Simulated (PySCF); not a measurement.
**Pr²⁺ (praseodymium, charge +2): UHF calculation**

Configuration: [Xe] 4f2 5d1, one real determinant (an excited configuration). All numbers are calculated (PySCF 2.14, scalar relativity by spin-free X2C-1e, in ANO-RCC-VTZP (8s7p5d3f2g1h, 104 functions)).

* Total energy: -9232.108296 hartree
* One-electron energy: -12565.1661 hartree
* Hartree (Coulomb) energy: 3547.9725 hartree
* Exchange energy: -214.9147 hartree
* ⟨S²⟩: 3.7546
* ⟨L²⟩: 30.057
* Sum of ⟨r⟩: 35.64 bohr
* Sum of ⟨r²⟩: 46.20 bohr²
* Traceless quadrupole moment −½Σ⟨3z² − r²⟩ along its main axis: -2.15 e·bohr²
* Langevin diamagnetic susceptibility: -36.6 ×10⁻⁶ cm³/mol

| shell | electrons | mean orbital energy (hartree) | spread (hartree) | rms radius, mean of both spins (bohr) |
| --- | --- | --- | --- | --- |
| 1s α | 1 | -1550.98610 | 0 | 0.0275 |
| 1s β | 1 | -1550.98602 | 0 | 0.0275 |
| 2s α | 1 | -254.24807 | 0 | 0.111 |
| 2s β | 1 | -254.24459 | 0 | 0.111 |
| 2p α | 3 | -227.59418 | 0.00216 | 0.0998 |
| 2p β | 3 | -227.59090 | 0.00040 | 0.0998 |
| 3s α | 1 | -57.21372 | 0 | 0.290 |
| 3s β | 1 | -57.17850 | 0 | 0.290 |
| 3p α | 3 | -48.55194 | 0.00234 | 0.290 |
| 3p β | 3 | -48.51214 | 0.00640 | 0.290 |
| 3d α | 5 | -36.25397 | 0.03070 | 0.268 |
| 3d β | 5 | -36.20891 | 0.01535 | 0.268 |
| 4s α | 1 | -12.76745 | 0 | 0.660 |
| 4s β | 1 | -12.65902 | 0 | 0.660 |
| 4p α | 3 | -9.82681 | 0.00065 | 0.700 |
| 4p β | 3 | -9.70528 | 0.01143 | 0.700 |
| 4d α | 5 | -5.47723 | 0.11538 | 0.779 |
| 4d β | 5 | -5.31573 | 0.04977 | 0.779 |
| 5s α | 1 | -2.43714 | 0 | 1.59 |
| 5s β | 1 | -2.36548 | 0 | 1.59 |
| 5p α | 3 | -1.61426 | 0.02690 | 1.83 |
| 5p β | 3 | -1.53525 | 0.02390 | 1.83 |
| 4f α | 2 | -1.09137 | 0.00956 | 1.12 |
| 5d α | 1 | -0.71019 | 0 | 2.69 |

⟨L²⟩ = 30.06 against 56 for a pure K term, so this real determinant mixes terms. Spin-orbit coupling, absent here, splits the open shell strongly.

Densities and radii are taken from the X2C orbitals without a picture-change correction, which distorts them close to the nucleus.

Spin-orbit constants ζ (cm⁻¹) from the X2C one-electron operator on these orbitals: bare nucleus, nucleus screened by l(l+1)(2l+1)/3 electrons, and screened by the Breit-Pauli mean field of the electrons.

| shell | bare | screened nucleus | mean field |
| --- | --- | --- | --- |
| 2p | 2537000 | 2451000 | n/a |
| 3p | 508900 | 491700 | n/a |
| 3d | 78640 | 65310 | n/a |
| 4p | 107100 | 103400 | n/a |
| 4d | 13690 | 11370 | n/a |
| 4f | 1716 | 901.8 | n/a |
| 5p | 14520 | 14030 | n/a |
| 5d | 1010 | 838.7 | n/a |

To first order the Landé constant is A = 294.6 cm⁻¹, so the lowest level has J = 11/2 and lies 0.438 eV below the centre of the term. This holds in LS coupling only.
